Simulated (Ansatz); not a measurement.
Cost and result for the atomization energy of `C=C[O][AlH][OH]` (10 atoms, 9 bonds).

Z-matrix (Å, degrees):
```
C
C 1 1.328
H 1 1.081 2 119.7
H 1 1.084 2 122.1 3 -179.6
O 2 1.342 1 126.0 3 179.2
H 2 1.089 1 120.9 3 0.6
Al 5 1.700 2 135.7 1 41.7
O 7 1.685 5 117.5 2 -170.6
H 7 1.566 5 122.6 2 10.6
H 8 0.956 7 124.1 5 1.4
```

Total charge 0; spin multiplicity 1. The geometry is a stationary point of PBE0-D4/def2-TZVP. It is one conformer, not always the lowest. Program: Ansatz. All runs use 4 threads of an Arm Neoverse V1 on a shared host. Times are those of one run each, without the atoms' runs, and a repeat can differ threefold. Electronic energies, without spin–orbit coupling; frozen cores. CCSD(T)/CBS adds CCSD(T) − MP2 in def2-TZVPP to the MP2 limit, and its time is that of the two runs behind it. T1 = 0.013. B3LYP takes the VWN-RPA correlation (the form of Gaussian; ORCA's B3LYP/G).

CCSD(T)/CBS is a level of theory with its own doubt, some kJ/mol a heavy atom from the limit and from the frozen cores, so smaller differences don't rank the functionals.

```json
{"level": "PBE0-D4/def2-TZVPP", "functions": "236", "wall time": "2.4 s", "atomization (kcal/mol)": "947.5", "difference from CCSD(T)/CBS": "-6.9", "per bond": "-0.8"}
{"level": "PBE-D4/def2-TZVPP (with forces)", "functions": "236", "wall time": "2.6 s", "atomization (kcal/mol)": "970.0", "difference from CCSD(T)/CBS": "15.6", "per bond": "1.7"}
{"level": "B3LYP-D4/def2-TZVPP (with forces)", "functions": "236", "wall time": "3.6 s", "atomization (kcal/mol)": "950.3", "difference from CCSD(T)/CBS": "-4.1", "per bond": "-0.5"}
{"level": "r2SCAN-D4/def2-TZVPP (with forces)", "functions": "236", "wall time": "4.2 s", "atomization (kcal/mol)": "955.5", "difference from CCSD(T)/CBS": "1.1", "per bond": "0.1"}
{"level": "B2PLYP/def2-TZVPP", "functions": "236", "wall time": "4.8 s", "atomization (kcal/mol)": "943.6", "difference from CCSD(T)/CBS": "-10.8", "per bond": "-1.2"}
{"level": "ωB97X-V/def2-TZVPP", "functions": "236", "wall time": "7 s", "atomization (kcal/mol)": "951.6", "difference from CCSD(T)/CBS": "-2.8", "per bond": "-0.3"}
{"level": "ωB97M-V/def2-TZVPP (with forces)", "functions": "236", "wall time": "9.5 s", "atomization (kcal/mol)": "954.2", "difference from CCSD(T)/CBS": "-0.2", "per bond": "0.0"}
{"level": "MP2/def2-QZVPP", "functions": "448", "wall time": "18 s", "atomization (kcal/mol)": "967.7", "difference from CCSD(T)/CBS": "13.3", "per bond": "1.5"}
{"level": "CCSD(T)/def2-TZVPP", "functions": "236", "wall time": "110 s", "atomization (kcal/mol)": "928.0", "difference from CCSD(T)/CBS": "-26.4", "per bond": "-2.9"}
{"level": "CCSD(T)/CBS(def2)", "functions": "–", "wall time": "2.1 min", "atomization (kcal/mol)": "954.4", "difference from CCSD(T)/CBS": "0.0", "per bond": "0.0"}
```

The D4 term adds +6.5 kcal/mol with B3LYP and +3.4 kcal/mol with PBE0; it sums over pairs of atoms, weighted by their polarisabilities, and B3LYP, whose exchange is more repulsive, gets the larger term. In def2-TZVPP, CCSD(T) changes the Hartree–Fock value by +241.4 kcal/mol (the triples alone add +15.3 kcal/mol) and MP2 by +265.2 kcal/mol; breaking electron pairs costs correlation energy, which Hartree–Fock lacks. From PBE to PBE0 (25 % exact exchange), in def2-TZVPP and without D4, the atomization energy moves by −21.9 kcal/mol: exact exchange takes away binding that semilocal exchange gives to molecules.
